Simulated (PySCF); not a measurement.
Species: C₆H₈OSSi.
SMILES with atom numbers: `[O:1]=[CH:2][SiH2:3][CH2:4][c:5]1[cH:6][cH:7][cH:8][s:9]1`

NICS = −σ at a ghost point: NICS(0) at the centroid of the ring atoms, NICS(1) 1 Å to either side along the normal of their mean plane, zz for the tensor component along that normal. Level: GIAO PBE0/pcSseg-1 (PySCF, non-relativistic, gas phase) on the GFN2-xTB geometry, one conformer.

Ring bond lengths (Å), with Mayer bond orders in brackets: C5–C6 1.360 (1.56), C6–C7 1.414 (1.26), C7–C8 1.355 (1.60), C8–S9 1.723 (1.15), S9–C5 1.737 (1.17).

Give the NICS values of each ring in ppm.

```csv
ring,type,NICS(0),"NICS(1), two faces","NICS(1)zz, two faces",rms pucker (Å),"centre to ring atoms, mean (Å)"
C5–C6–C7–C8–S9,5-membered ring with S; formal bonds all aromatic,-11.5,-10.4 / -9.9,-24.8 / -24.1,0.00,1.29
```

What can be read from them?

- C5–C6–C7–C8–S9: mean NICS(1)zz -24.4 ppm, shielded, aromatic by this magnetic criterion (flat ring, no four-coordinate atom).

And the bond-length index? HOMA takes Krygowski's 1993 parameters.

- C5–C6–C7–C8–S9: HOMA 0.76; the largest term is that of S9–C5, α(R − Ropt)² = 0.34. The geometric and the magnetic index point the same way.

What field does 11.7 T along the ring normal induce along that normal at the first NICS(1) probe listed for ring C5–C6–C7–C8–S9, 1 Å off the ring?

NICSzz × B0 = -24.8 ppm × 11.7 T = -290 μT, against the applied field.

The values belong to the conformer `[O:1]=[CH:2][SiH2:3][CH2:4][c:5]1[cH:6][cH:7][cH:8][s:9]1`: O1–C2–Si3–C4 119°, C2–Si3–C4–C5 54°, Si3–C4–C5–C6 -97°.
